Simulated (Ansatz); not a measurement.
Reaction (isomerisation): `C[S][GaH2]` → `[CH3][GaH][SH]`

Isolated molecules relaxed with PBE0-D4/def2-TZVP in Ansatz; ΔE leaves out vibrations. CCSD(T)/CBS adds triple-zeta CCSD(T) − MP2 to the extrapolated MP2 energy (def2 sets, frozen cores). Functionals use def2-TZVPP. For Ga outer-core shells are correlated without core-valence functions, which leaves a few kJ/mol of doubt a bond. Scalar relativity is left out up to krypton. Each species was taken in one conformer, which may not be the lowest.

`C[S][GaH2]`:

```xyz
8

C    -0.840   -0.668   -0.878
S    -0.791    0.981   -0.113
Ga    1.018    0.912    1.109
H    -1.766   -1.164   -0.589
H     0.006   -1.278   -0.565
H    -0.819   -0.555   -1.961
H     1.829   -0.426    1.077
H     1.363    2.199    1.919
```

`[CH3][GaH][SH]`:

```xyz
8

C    -0.920    0.190   -0.688
Ga    0.859   -0.416   -0.131
S     1.540   -0.069    1.940
H    -0.836    0.851   -1.554
H    -1.439    0.720    0.111
H    -1.526   -0.669   -0.990
H     1.908   -1.157   -1.022
H     0.414    0.550    2.334
```

(1) Is it downhill or uphill in electronic energy at CCSD(T)/CBS, and by how much? (Estimate.)

(2) What do these levels give: LDA (SPW92), BLYP-D4, r2SCAN0-D4, CAM-B3LYP-D4, PBE, revPBE, BHLYP, HF/def2-SVP, CCSD(T)/def2-SVP, CCSD/def2-TZVPP, CCSD(T)/def2-TZVPP, MP2/CBS(def2)? (An estimate is asked.)

Largest T1 diagnostic among the species: 0.013.

Results:

(1) Computed: Downhill: ΔE = -56.9 kJ/mol.

(2) Ansatz gave: LDA (SPW92) -49.7, BLYP-D4 -48.7, r2SCAN0-D4 -54.6, CAM-B3LYP-D4 -53.1, PBE -50.6, revPBE -51.2, BHLYP -53.9, HF/def2-SVP -55.2, CCSD(T)/def2-SVP -54.3, CCSD/def2-TZVPP -58.9, CCSD(T)/def2-TZVPP -58.1, MP2/CBS(def2) -58.9 kJ/mol.

In def2-TZVPP, CCSD(T) changes the Hartree–Fock value by −5.5 kJ/mol (the triples alone add +0.8 kJ/mol) and MP2 by −7.6 kJ/mol. Leaving LDA and LC-ωPBE aside and taking each functional with its dispersion term where it has one, the values, not all of them listed here, spread over 9.6 kJ/mol, from PBE-QIDH to revPBE-D4.
